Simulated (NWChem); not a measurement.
System meant: SbH, triplet; SMILES [SbH]

Input file for NWChem:

```
start job
memory heap 200 mb stack 900 mb global 1100 mb
geometry units angstroms noautoz
  Sb     0.000000     0.000000    -0.012455
  H      0.000000     0.000000     1.704553
end
basis spherical
  Sb library def2-svp
  H library def2-svp
end
dft
  odft
  mult 3
  xc b3lyp
  iterations 150
  mulliken
end
task dft energy
```

End of the output:

```
             Grid Information
             ----------------
          Grid used for XC integration:  medium
          Radial quadrature: Mura-Knowles
          Angular quadrature: Lebedev.
          Tag              B.-S. Rad. Rad. Pts. Rad. Cut. Ang. Pts.
          ---              ---------- --------- --------- ---------
          Sb                  1.45      123           7.0       590
          H                   0.35       45           8.0       434
          Grid pruning is: on
          Number of quadrature shells:   168
          Spatial weights used:  Erf1

          Convergence Information
          -----------------------
          Convergence aids based upon iterative change in
          total energy or number of iterations.
          Levelshifting, if invoked, occurs when the
          HOMO/LUMO gap drops below (HL_TOL):  1.00D-02
          DIIS, if invoked, will attempt to extrapolate
          using up to (NFOCK): 10 stored Fock matrices.

                    Damping( 0%)  Levelshifting(0.5)       DIIS
                  --------------- ------------------- ---------------
          dE  on:    start            ASAP                start
          dE off:    2 iters        150 iters           150 iters

      Screening Tolerance Information
      -------------------------------
          Density screening/tol_rho:  1.00D-10
          AO Gaussian exp screening on grid/accAOfunc:  14
          CD Gaussian exp screening on grid/accCDfunc:  20
          XC Gaussian exp screening on grid/accXCfunc:  20
          Schwarz screening/accCoul:  1.00D-08

      Superposition of Atomic Density Guess
      -------------------------------------

      charge =      51.0 Sb (Antinomy)

      symmetry species            s     p     d     f
      number of basis functions =10     7     6
      number of cont. functions = 4     4     2
      number of closed shells   = 5     3     2
      number of open shells     = 0     1     0
      open shell occupation     = 0     3     0
 ------------------------------------------------------------------------
 atomscf:atomd: error in atom scf                   0
 ------------------------------------------------------------------------
 ------------------------------------------------------------------------
  current input line :
    18: task dft energy
 ------------------------------------------------------------------------
 ------------------------------------------------------------------------
 This error has not yet been assigned to a category
 ------------------------------------------------------------------------
 For more information see the NWChem manual at https://nwchemgit.github.io

0:atomscf:atomd: error in atom scf:Received an Error in Communication
```

### Question
Can this run be used? If not, why, and what is the fix?

### Answer
The run crashed. Cause: the def2 basis of a heavy element holds valence functions alone and wants its effective core potential (without it all electrons must fit into that basis). This input runs:
```
start job
memory heap 200 mb stack 900 mb global 1100 mb
geometry units angstroms noautoz
  Sb     0.000000     0.000000    -0.012455
  H      0.000000     0.000000     1.704553
end
basis spherical
  * library def2-svp
end
ecp
  Sb library def2-ecp
end
dft
  odft
  mult 3
  xc b3lyp
  iterations 150
  mulliken
end
task dft energy
```
It converges to -240.88833 Ha (B3LYP/def2-SVP with def2 effective core potentials on Sb, spin-unrestricted).
